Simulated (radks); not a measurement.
The numbers below are computed, except where a source is named.
Problem. The mean radii <r> (bohr) of the occupied orbitals of an atom or ion are listed with their occupations. Code: a radial shooting solver on a logarithmic mesh with Libxc functionals. Model: scalar-relativistic Kohn-Sham, r2SCAN, spin-polarised, spherical densities, finite nucleus; meta-GGA in the generalised Kohn-Sham scheme; Fermi nuclear charge, rms radius of each element as measured or else 0.836 A^(1/3) + 0.57 fm.

| orbital | occ. | <r> |
|---|---|---|
| 1s | 2 | 0.01659 |
| 2s | 2 | 0.06992 |
| 2p | 6 | 0.06329 |
| 3s | 2 | 0.1805 |
| 3p | 6 | 0.1820 |
| 3d | 10 | 0.1651 |
| 4s | 2 | 0.3992 |
| 4p | 6 | 0.4251 |
| 4d | 10 | 0.4487 |
| 5s | 2 | 0.9056 |
| 4f | 14 | 0.4826 |
| 5p | 6 | 1.042 |
| 5d | 10 | 1.433 |

Name the element and its charge. Open shells, if any, are filled with parallel spins first.

Solution. Z = 80, mercury, charge +2: Hg2+ in [Xe] 4f14 5d10. The 1s radius gives Z: for a bare nucleus <r> = (2 gamma + 1)/(2Z) with gamma = sqrt(1 - (Z/c)^2), 0.0164 bohr for Z = 80, and screening makes it slightly larger (0.01659 here). The occupations add up to 78, and the charge is Z minus that.
